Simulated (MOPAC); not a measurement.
MOPAC input (PM6):

```
PM6 FORCE THERMO(298,298) PRECISE LET UHF MS=0.5 GEO-OK AUX(PRECISION=9) THREADS=1
C5H10N

C    -1.63610763 1    0.29364591 1   -0.00584205 1
C    -1.26385487 1   -1.11072776 1   -0.30756278 1
C     0.27935647 1   -1.15207932 1   -0.29020713 1
C     0.72667315 1    0.13909469 1    0.44621757 1
C    -0.45758284 1    1.13527057 1    0.30258165 1
N     1.95710484 1    0.70164295 1   -0.18336977 1
H    -2.63638129 1    0.65920278 1   -0.02800991 1
H    -1.69381122 1   -1.79923876 1    0.44619747 1
H    -1.66558458 1   -1.43668852 1   -1.28550279 1
H     0.67234916 1   -1.15816486 1   -1.32439025 1
H     0.66263197 1   -2.05546846 1    0.20344642 1
H     0.87924074 1   -0.09085730 1    1.53030145 1
H    -0.59594825 1    1.74723060 1    1.20907608 1
H    -0.27157050 1    1.84703886 1   -0.53223435 1
H     2.26459907 1    1.53650178 1    0.30469797 1
H     2.72025826 1    0.03360102 1   -0.15176563 1
```

From the output:

```
     H   16   0.004340   0.006575   0.664737   4.603630

          HEAT OF FORMATION =      11.185831 KCALS/MOLE

          ZERO POINT ENERGY      83.176 KCAL/MOL

           NORMAL COORDINATE ANALYSIS (Total motion = 1 Angstrom)

   Root No.       1         2         3         4         5         6         7         8

                 1 A       2 A       3 A       4 A       5 A       6 A       7 A       8 A

                 105.3     132.2     155.1     350.1     447.7     546.3     600.9     641.5

           1   -0.0011   -0.0021    0.0001    0.0113    0.0030   -0.0099    0.0069    0.0591
           2    0.0061   -0.0036   -0.0061   -0.0169   -0.0229    0.0277   -0.0000    0.0814
           3   -0.0135    0.0295    0.0467    0.0030    0.0036   -0.0026   -0.0585    0.0096
           4   -0.0022   -0.0022    0.0003    0.0117    0.0000   -0.0017    0.0023    0.0625
           5    0.0050   -0.0003    0.0011    0.0186   -0.0249    0.0379   -0.0149   -0.0578
           6   -0.0382   -0.0135   -0.0287   -0.0044    0.0055    0.0052   -0.0074    0.0068
           7    0.0074   -0.0030    0.0013   -0.0337    0.0039    0.0473   -0.0167   -0.0218
           8    0.0018   -0.0002    0.0017    0.0249   -0.0201    0.0137   -0.0075   -0.0474
           9    0.0482   -0.0092    0.0135   -0.0100    0.0104   -0.0087    0.0087    0.0039
          10   -0.0021   -0.0024   -0.0065   -0.0445   -0.0040    0.0041   -0.0005   -0.0346
          11    0.0075   -0.0016   -0.0012   -0.0025    0.0152   -0.0426    0.0150   -0.0087
          12    0.0114   -0.0029   -0.0035    0.0020   -0.0685   -0.0351    0.0197   -0.0063
          13   -0.0033   -0.0011    0.0011   -0.0301   -0.0004   -0.0439    0.0142   -0.0445
          14    0.0006    0.0007   -0.0008   -0.0292   -0.0204    0.0056    0.0022    0.0491
          15    0.0367   -0.0095   -0.0300    0.0126    0.0088   -0.0070   -0.0016   -0.0096
          16    0.0027    0.0279   -0.0039    0.0673   -0.0033    0.0025   -0.0023   -0.0093
          17   -0.0204    0.0055    0.0049    0.0030    0.0700   -0.0324    0.0065   -0.0067
          18   -0.0387    0.0058    0.0069   -0.0027    0.0087    0.0150   -0.0037    0.0028
          19   -0.0018   -0.0035    0.0010    0.0356    0.0002    0.0177   -0.0076    0.0392
          20    0.0079   -0.0077   -0.0164   -0.0335   -0.0213   -0.0022   -0.0328    0.0907
          21   -0.0318    0.0844    0.1495    0.0051    0.0006    0.1121    0.4003   -0.0104
          22    0.0147    0.0282    0.0562    0.0319    0.0021   -0.0316   -0.0643    0.0891
          23   -0.0565   -0.0124   -0.0426    0.0306   -0.0312    0.0558    0.0112   -0.1189
          24   -0.0825   -0.0345   -0.0806   -0.0061    0.0007    0.0322    0.0420   -0.0494
          25   -0.0226   -0.0307   -0.0527    0.0213   -0.0004   -0.0013    0.0732    0.0043
          26    0.0614    0.0118    0.0449    0.0280   -0.0203    0.0003   -0.0378   -0.0361
          27   -0.0831   -0.0347   -0.0815   -0.0060    0.0020    0.0297    0.0441   -0.0375
          28    0.0726   -0.0078    0.0347   -0.0645    0.0991    0.1167   -0.0464   -0.0707
          29    0.0390    0.0105    0.0213    0.0288   -0.0325    0.0216   -0.0033   -0.0640
          30    0.0797   -0.0080    0.0305   -0.0213    0.0406    0.0195   -0.0014   -0.0190
          31   -0.0291   -0.0011   -0.0185   -0.0245   -0.0517    0.0047    0.0007   -0.0200
          32   -0.0365   -0.0008   -0.0163    0.0575   -0.0315    0.0140   -0.0143    0.0214
          33    0.1063   -0.0120    0.0445   -0.0313    0.0886    0.0493   -0.0133   -0.0218
          34   -0.0098   -0.0039   -0.0260   -0.0631   -0.0038    0.0059   -0.0058   -0.0245
          35    0.0501   -0.0111   -0.0105   -0.0035    0.0116   -0.0872    0.0333   -0.0204
          36    0.0050   -0.0012   -0.0013    0.0027   -0.0597   -0.0224    0.0143   -0.0039
          37    0.0258   -0.0168   -0.0408   -0.0129    0.0704    0.0078    0.0391   -0.0286
          38   -0.0235    0.0194    0.0386   -0.0630   -0.0362    0.0061   -0.0549   -0.0060
          39    0.0708   -0.0282   -0.0797    0.0353    0.0910    0.0514    0.0339    0.0169
          40   -0.0459    0.0221    0.0599   -0.0625   -0.1015   -0.1114   -0.0231   -0.0977
          41    0.0150   -0.0241   -0.0317   -0.0351   -0.0389    0.0148    0.0496    0.0448
          42    0.0611   -0.0275   -0.0682    0.0296    0.0570    0.0333    0.0329    0.0193
          43   -0.0147   -0.1389    0.0459    0.1059    0.0013    0.0023   -0.0045   -0.0054
          44   -0.0216   -0.1232    0.0436    0.0757    0.0467   -0.0420    0.0096    0.0024
          45   -0.0853   -0.2229    0.0748   -0.0345    0.0686    0.0334   -0.0171   -0.0007
          46   -0.0113   -0.1059    0.0373    0.1147   -0.0008    0.0030   -0.0040   -0.0034
          47   -0.0021    0.1211   -0.0348   -0.0684    0.0522   -0.0361    0.0118   -0.0184
          48   -0.0336    0.2709   -0.0590    0.0263    0.0676    0.0284   -0.0182    0.0141

   Root No.       9        10        11        12        13        14        15        16

                 9 A      10 A      11 A      12 A      13 A      14 A      15 A      16 A

                 766.1     878.5     931.8     945.7     992.7    1020.4    1061.7    1081.0

           1   -0.0120   -0.0040    0.0001   -0.0028   -0.0042   -0.0079    0.0373    0.0037
           2   -0.0091    0.0053   -0.0012    0.0013   -0.0042    0.0075    0.0410    0.0061
           3   -0.0104   -0.0270    0.0250    0.0145   -0.0032   -0.0011    0.0043   -0.0257
           4   -0.0100    0.0052   -0.0014    0.0033    0.0067   -0.0043   -0.0372    0.0003
           5    0.0096    0.0047   -0.0018    0.0016   -0.0029   -0.0266    0.0436   -0.0011
           6    0.0367    0.0086   -0.0327   -0.0256   -0.0092   -0.0041    0.0021    0.0087
           7    0.0100    0.0300    0.0392   -0.0154   -0.0127    0.0510   -0.0111   -0.0000
           8    0.0074   -0.0099   -0.0120    0.0067    0.0048    0.0207   -0.0309   -0.0011
           9    0.0219    0.0121    0.0214    0.0285    0.0132   -0.0048   -0.0032    0.0067
          10    0.0139    0.0000    0.0050    0.0020    0.0050   -0.0484   -0.0140   -0.0003
          11   -0.0023   -0.0086    0.0128   -0.0206    0.0032   -0.0031    0.0095    0.0025
          12   -0.0049   -0.0083    0.0194   -0.0148   -0.0263   -0.0023   -0.0111   -0.0000
          13    0.0063   -0.0349   -0.0312    0.0199    0.0021    0.0386    0.0339    0.0015
          14   -0.0037   -0.0158   -0.0130    0.0121    0.0051    0.0010   -0.0169   -0.0030
          15   -0.0274    0.0472   -0.0225   -0.0018    0.0115    0.0114    0.0026    0.0072
          16   -0.0003   -0.0013   -0.0007   -0.0017    0.0045   -0.0127   -0.0036    0.0001
          17   -0.0014    0.0209    0.0197   -0.0096   -0.0076   -0.0008   -0.0109   -0.0020
          18   -0.0000   -0.0174    0.0013   -0.0238    0.0316    0.0049    0.0077    0.0013
          19   -0.0060    0.0329    0.0334   -0.0321   -0.0163   -0.1338    0.1001    0.0143
          20   -0.0147   -0.0261   -0.0207    0.0252    0.0048    0.0899   -0.0043   -0.0050
          21    0.0156    0.0350   -0.0333   -0.0128    0.0020    0.0110   -0.0015    0.0135
          22    0.0679   -0.0274   -0.0883   -0.0705   -0.0645   -0.0386   -0.1463    0.1278
          23   -0.1038   -0.0670    0.0253    0.0211   -0.0450   -0.0333   -0.0487    0.0869
          24   -0.0817   -0.0238    0.0355    0.0273   -0.0013    0.0030    0.0062    0.0009
          25   -0.0888    0.0061    0.0444    0.0961    0.1055   -0.0557   -0.0619   -0.1317
          26    0.1240    0.0485   -0.0654    0.0058    0.0600   -0.0624    0.0370   -0.0901
          27   -0.0858   -0.0230    0.0377    0.0259    0.0027   -0.0016   -0.0159   -0.0024
          28   -0.1026   -0.0323   -0.0766   -0.0956   -0.0260    0.0143   -0.0123   -0.0400
          29   -0.0588   -0.0502    0.0195    0.0188   -0.0519   -0.0036   -0.0660    0.0738
          30   -0.0435   -0.0249   -0.0118   -0.0044   -0.0134   -0.0173   -0.0165    0.0158
          31    0.0791    0.0667    0.1228    0.0272   -0.0140    0.0310    0.0039    0.0398
          32    0.0674    0.0383   -0.0621    0.0301    0.0744    0.1010   -0.0900   -0.0947
          33   -0.0951   -0.0573   -0.0858   -0.0391   -0.0074   -0.0197   -0.0066   -0.0189
          34   -0.0237    0.0319   -0.0628   -0.0429   -0.0006   -0.0812   -0.0088   -0.0798
          35   -0.0089    0.0308    0.0135    0.0172   -0.0413   -0.0146    0.0029    0.0084
          36   -0.0022   -0.0179    0.0127   -0.0140   -0.0099    0.0021   -0.0074    0.0027
          37    0.0743   -0.1450   -0.0010    0.0516    0.0226    0.0162    0.0291    0.0379
          38   -0.0371    0.0476   -0.0391    0.0726    0.1431   -0.0320   -0.0816    0.1649
          39    0.0584   -0.0978    0.0163    0.0301    0.0131    0.0014    0.0081    0.0241
          40   -0.0818    0.1150   -0.0805   -0.0136   -0.0061    0.0211    0.0210   -0.0325
          41    0.0332   -0.0466   -0.0196   -0.0175   -0.1033   -0.0300   -0.1228   -0.1525
          42    0.0362   -0.0513    0.0102    0.0043   -0.0211    0.0016   -0.0295   -0.0257
          43   -0.0052    0.0144   -0.0157    0.0313   -0.0351    0.0186    0.0052    0.0007
          44   -0.0158    0.0146    0.0184   -0.0322   -0.0143    0.0842    0.0116   -0.0044
          45    0.0151    0.0535   -0.0540    0.1574   -0.1076   -0.0840   -0.0100    0.0090
          46   -0.0082   -0.0024   -0.0059   -0.0115    0.0083    0.0398    0.0154   -0.0003
          47    0.0110    0.0095    0.0374   -0.0201    0.0092   -0.0820   -0.0394   -0.0005
          48   -0.0067    0.0603   -0.0723    0.1464   -0.1293    0.0462    0.0286    0.0012

   Root No.      17        18        19        20        21        22        23        24

                17 A      18 A      19 A      20 A      21 A      22 A      23 A      24 A

                1111.9    1118.7    1135.8    1167.0    1188.6    1213.2    1234.0    1253.3

           1    0.0080    0.0095   -0.0000    0.0011    0.0057    0.0009   -0.0176   -0.0105
           2    0.0194    0.0138   -0.0014    0.0072    0.0041   -0.0076   -0.0049    0.0011
           3   -0.0001    0.0000   -0.0010    0.0033    0.0002    0.0007    0.0000   -0.0007
           4   -0.0102   -0.0057   -0.0036   -0.0024   -0.0037   -0.0104    0.0309   -0.0055
           5   -0.0081   -0.0250   -0.0186   -0.0168   -0.0155   -0.0235    0.0251    0.0082
           6   -0.0167    0.0182   -0.0026    0.0079   -0.0003   -0.0015    0.0076    0.0009
           7   -0.0125   -0.0036    0.0093   -0.0056   -0.0076    0.0068    0.0083    0.0048
           8    0.0160    0.0328    0.0167    0.0206    0.0210    0.0313   -0.0435   -0.0032
           9    0.0214   -0.0198   -0.0163   -0.0047    0.0247    0.0030   -0.0174   -0.0004
          10    0.0232    0.0170    0.0049    0.0039   -0.0033   -0.0015   -0.0120   -0.0046
          11   -0.0001    0.0069    0.0218   -0.0234   -0.0147    0.0400   -0.0076    0.0027
          12   -0.0150    0.0075    0.0318   -0.0195   -0.0122   -0.0353    0.0032   -0.0035
          13   -0.0025   -0.0123   -0.0103    0.0122   -0.0024   -0.0102    0.0042   -0.0300
          14   -0.0183   -0.0169   -0.0019    0.0002   -0.0015    0.0096   -0.0018    0.0157
          15    0.0064   -0.0022   -0.0136    0.0140   -0.0110   -0.0001   -0.0058   -0.0015
          16    0.0140    0.0087    0.0006    0.0022   -0.0044   -0.0012    0.0098    0.0007
          17   -0.0035   -0.0022   -0.0064    0.0069    0.0040   -0.0420   -0.0012   -0.0014
          18    0.0063   -0.0058   -0.0106    0.0029    0.0022    0.0337    0.0110   -0.0001
          19   -0.0307   -0.1085    0.1177    0.1293    0.0300    0.0515   -0.0506    0.0138
          20    0.0414    0.0878   -0.0820   -0.0787   -0.0138   -0.0426    0.0208   -0.0146
          21    0.0025    0.0103   -0.0077   -0.0062   -0.0021   -0.0050    0.0011   -0.0009
          22    0.0151   -0.0557   -0.0852   -0.0824   -0.0504    0.0387   -0.0735    0.0713
          23    0.0637   -0.0980   -0.0826   -0.0774   -0.0201   -0.0084   -0.0423   -0.0742
          24    0.0174   -0.0103   -0.0066    0.0040    0.0173   -0.0165    0.0134   -0.0792
          25   -0.1012    0.0531   -0.0467   -0.0512   -0.0818    0.0377   -0.0498    0.0685
          26   -0.1045    0.0659   -0.0547   -0.0266   -0.0600   -0.0127    0.0043   -0.0721
```
